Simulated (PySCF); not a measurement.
C$_{2}$H$_{6}$N (SMILES [CH2]NC), doublet, geometry from GFN2-xTB; CCSD(T)/STO-3G run with PySCF.

Here is a job for PySCF.
```python
from pyscf import gto, scf, cc

mol = gto.Mole()
mol.atom = '''
    C     1.20091201   -0.35409013   -0.26035158
    N     0.15514093    0.39416532    0.26496238
    C    -1.19676442   -0.02448973   -0.00558254
    H     1.05672953   -0.73061468   -1.25611142
    H     2.18829747   -0.05352778    0.03476338
    H     0.30544302    0.67453837    1.22592736
    H    -1.48256189   -0.93781616    0.53384176
    H    -1.29621216   -0.21507721   -1.07354631
    H    -1.88256807    0.77481933    0.27599336
'''
mol.basis = 'sto-3g'
mol.spin = 1
mol.verbose = 4
mol.build()

mf = scf.UHF(mol)
mf.kernel()

mycc = cc.CCSD(mf, frozen=3)
mycc.kernel()
et = mycc.ccsd_t()
print('E(CCSD(T)) = %.10f' % (mycc.e_tot + et))
```

The log (banner, timings and long lists left out):

```
PySCF version 2.14.0

[INPUT] verbose = 4
[INPUT] num. atoms = 9
[INPUT] num. electrons = 25
[INPUT] charge = 0
[INPUT] spin (= nelec alpha-beta = 2S) = 1
[INPUT] symmetry False subgroup None
[INPUT] Mole.unit = angstrom
[INPUT] Symbol           X                Y                Z      unit          X                Y                Z       unit  Magmom
[INPUT]  1 C      1.200912010000  -0.354090130000  -0.260351580000 AA    2.269394798601  -0.669133369112  -0.491993182298 Bohr   0.0
[INPUT]  2 N      0.155140930000   0.394165320000   0.264962380000 AA    0.293173868410   0.744864502602   0.500706331513 Bohr   0.0
[INPUT]  3 C     -1.196764420000  -0.024489730000  -0.005582540000 AA   -2.261556989424  -0.046278882565  -0.010549471679 Bohr   0.0
[INPUT]  4 H      1.056729530000  -0.730614680000  -1.256111420000 AA    1.996929399440  -1.380661647787  -2.373706565739 Bohr   0.0
[INPUT]  5 H      2.188297470000  -0.053527780000   0.034763380000 AA    4.135282897379  -0.101152844256   0.065693267364 Bohr   0.0
[INPUT]  6 H      0.305443020000   0.674538370000   1.225927360000 AA    0.577203654460   1.274692779811   2.316666959011 Bohr   0.0
[INPUT]  7 H     -1.482561890000  -0.937816160000   0.533841760000 AA   -2.801635934818  -1.772215697591   1.008814720256 Bohr   0.0
[INPUT]  8 H     -1.296212160000  -0.215077210000  -1.073546310000 AA   -2.449485981731  -0.406437022536  -2.028708507937 Bohr   0.0
[INPUT]  9 H     -1.882568070000   0.774819330000   0.275993360000 AA   -3.557538063151   1.464196329719   0.521551862598 Bohr   0.0

nuclear repulsion = 78.0545885333111
number of shells = 15
number of NR pGTOs = 63
number of NR cGTOs = 21
basis = sto-3g
ecp = {}

******** <class 'pyscf.scf.uhf.UHF'> ********
method = UHF
initial guess = minao
damping factor = 0
level_shift factor = 0
DIIS = <class 'pyscf.scf.diis.CDIIS'>
diis_start_cycle = 1
diis_space = 8
diis_damp = 0
SCF conv_tol = 1e-09
SCF conv_tol_grad = None
SCF max_cycles = 50
direct_scf = True
direct_scf_tol = 1e-13
number electrons alpha = 13  beta = 12
Set gradient conv threshold to 3.16228e-05
init E= -132.345243838175

cycle= 1 E= -131.941890762504  delta_E= 0.403  |g|= 0.16  |ddm|= 2.52
cycle= 2 E= -131.966721453664  delta_E= -0.0248  |g|= 0.0513  |ddm|= 0.286
cycle= 3 E= -131.970655842914  delta_E= -0.00393  |g|= 0.0248  |ddm|= 0.109
cycle= 4 E= -131.971986209839  delta_E= -0.00133  |g|= 0.0119  |ddm|= 0.0689
cycle= 5 E= -131.972376274102  delta_E= -0.00039  |g|= 0.00305  |ddm|= 0.05
cycle= 6 E= -131.97239505294  delta_E= -1.88e-05  |g|= 0.00111  |ddm|= 0.0115
cycle= 7 E= -131.972397255657  delta_E= -2.2e-06  |g|= 0.000384  |ddm|= 0.00341
cycle= 8 E= -131.972397528106  delta_E= -2.72e-07  |g|= 0.00014  |ddm|= 0.00135
cycle= 9 E= -131.97239756367  delta_E= -3.56e-08  |g|= 5.07e-05  |ddm|= 0.000496
cycle= 10 E= -131.97239756863  delta_E= -4.96e-09  |g|= 2.04e-05  |ddm|= 0.000172
cycle= 11 E= -131.972397569522  delta_E= -8.93e-10  |g|= 5.31e-06  |ddm|= 8.19e-05
Extra cycle  E= -131.972397569559  delta_E= -3.68e-11  |g|= 3.33e-06  |ddm|= 9.64e-06
converged SCF energy = -131.972397569559  <S^2> = 0.75779167  2S+1 = 2.0077766

******** <class 'pyscf.cc.uccsd.UCCSD'> ********
CC2 = 0
CCSD nocc = (np.int64(10), np.int64(9)), nmo = (18, 18)
frozen orbitals 3
max_cycle = 50
direct = 0
conv_tol = 1e-07
conv_tol_normt = 1e-06
diis_space = 6
diis_start_cycle = 0
diis_start_energy_diff = 1e+09
Init t2, MP2 energy = -0.133636680373643
Init E_corr(UCCSD) = -0.133636680383103
cycle = 1  E_corr(UCCSD) = -0.163859617209745  dE = -0.0302229368  norm(t1,t2) = 0.0690018
cycle = 2  E_corr(UCCSD) = -0.173659884116273  dE = -0.00980026691  norm(t1,t2) = 0.0291552
cycle = 3  E_corr(UCCSD) = -0.18045327207514  dE = -0.00679338796  norm(t1,t2) = 0.0151962
cycle = 4  E_corr(UCCSD) = -0.180294836476236  dE = 0.000158435599  norm(t1,t2) = 0.00417062
cycle = 5  E_corr(UCCSD) = -0.180251021353863  dE = 4.38151224e-05  norm(t1,t2) = 0.00106808
cycle = 6  E_corr(UCCSD) = -0.18024548973779  dE = 5.53161607e-06  norm(t1,t2) = 0.00037885
cycle = 7  E_corr(UCCSD) = -0.180235975381728  dE = 9.51435606e-06  norm(t1,t2) = 0.000125789
cycle = 8  E_corr(UCCSD) = -0.180237120810937  dE = -1.14542921e-06  norm(t1,t2) = 4.11737e-05
cycle = 9  E_corr(UCCSD) = -0.180237810085429  dE = -6.89274492e-07  norm(t1,t2) = 1.72871e-05
cycle = 10  E_corr(UCCSD) = -0.180237657621553  dE = 1.52463876e-07  norm(t1,t2) = 5.78137e-06
cycle = 11  E_corr(UCCSD) = -0.180237320340538  dE = 3.37281015e-07  norm(t1,t2) = 2.08815e-06
cycle = 12  E_corr(UCCSD) = -0.180237238272459  dE = 8.20680797e-08  norm(t1,t2) = 7.41491e-07
UCCSD converged
E(UCCSD) = -132.1526348078317  E_corr = -0.1802372382724585
UCCSD(T) correction = -0.00143019699108903
E(CCSD(T)) = -132.1540650048
```
